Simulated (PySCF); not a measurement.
# Computed records: B$_{2}$H$_{4}$NO

All values are calculated (PySCF 2.14.0). Calculation on a computer-drawn molecule: the log of a Hartree-Fock and frozen-core CCSD(T) single point meant for a local Hartree-Fock minimum, with one planted fault or none, to be diagnosed. Offsets are logged minus clean, where the clean run is the same molecule without the fault. The reference is restricted for singlets and unrestricted otherwise, and also for a bond in bohr or an excited solution. Adding or removing an electron swaps singlet and doublet. The excited solution moves the top pair (singlet) or top alpha electron (doublet) to the lowest empty orbital. Highest occupied and lowest empty are orbital energies over both spins, largest force is the largest gradient component, triples share is (T) over the correlation energy, the T1 limit is 0.02 restricted and 0.045 unrestricted, electrons count all cores, a negative frequency is imaginary (commonest isotopes), and the dipole is about the centre of nuclear charge.

Entry: B$_{2}$H$_{4}$NO

Logged structure:
```xyz
8
B2H4NO
B      1.9935    -1.4113    -2.3627
O      1.1855    -0.6712    -1.5980
B     -0.0754    -0.9976    -1.1118
N     -0.7363    -0.0598    -0.3283
H      3.0716    -1.0065    -2.7180
H     -0.5765    -2.0567    -1.3616
H     -1.6422    -0.2204     0.0555
H     -0.3399     0.8303    -0.1065
```

| Item | Value |
| --- | --- |
| meant charge | 0 |
| meant multiplicity | 2 |
| meant basis | cc-pVDZ |
| logged electrons | 29 |
| logged basis functions | 24 |
| logged SCF converged | yes |
| logged spin squared | 0.7532 |
| logged highest occupied | -6.3347 eV |
| logged lowest empty | 7.6222 eV |
| logged largest force | 0.022948 hartree/bohr |
| logged T1 diagnostic | 0.021232 |
| logged D1 diagnostic | 0.070829 |
| logged triples share | 0.033929 |
| logged CC converged | yes |
| logged dipole magnitude | 2.046 debye |
| logged SCF stable within its kind | yes |
| logged energy HF | -178.71614 hartree |
| logged energy CCSD(T) | -178.91659 hartree |
| possible faults | no fault, one electron removed, one electron added, multiplicity raised by two, geometry at a saddle point, SCF held on an excited solution, minimal basis STO-3G, one bond length entered in bohr, all coordinates scaled |
| planted fault | withheld |

Drawn bonds:
```tsv
atom	other atom	order
1	2	1
2	3	1
3	4	1
1	5	1
3	6	1
4	7	1
4	8	1
```

To be estimated
1. B$_{2}$H$_{4}$NO: planted fault?

Calculated values
1. minimal basis STO-3G

Further results for B$_{2}$H$_{4}$NO:

| Quantity | Value |
| --- | --- |
| HF energy offset from clean run | 1491 kcal/mol |
| CCSD(T) energy offset from clean run | 1706 kcal/mol |
